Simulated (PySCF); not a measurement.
Al(Cl)(Br)(Me), SMILES [CH3][Al]([Cl])[Br] (CH₃AlBrCl), PBE0/def2-SVP optimised geometry.

```
7

Al    -0.02     0.17     0.00
Cl     2.09     0.17     0.00
Br    -1.02     2.19     0.00
C     -1.01    -1.48     0.02
H     -2.09    -1.32    -0.18
H     -0.92    -1.97     1.00
H     -0.62    -2.19    -0.73
```

Density from PBE0/def2-TZVP (PySCF) at that geometry.

Minimum of the electron density along straight lines between bonded atoms, close to the bond critical point (lines longer than 1.1 times the sum of covalent radii, or with two minima, are not listed):

| bond | length / Å | ρ at the minimum / e bohr⁻³ | ∇²ρ there / e bohr⁻⁵ | position (fraction from the first atom) |
|---|---|---|---|---|
| Al1–Cl2 | 2.102 | 0.074 | 0.30 | 0.38 |
| Al1–Br3 | 2.252 | 0.067 | 0.20 | 0.37 |
| Al1–C4 | 1.934 | 0.091 | 0.27 | 0.41 |
| C4–H5 | 1.100 | 0.266 | -0.87 | 0.64 |
| C4–H6 | 1.103 | 0.263 | -0.85 | 0.64 |
| C4–H7 | 1.102 | 0.264 | -0.86 | 0.64 |
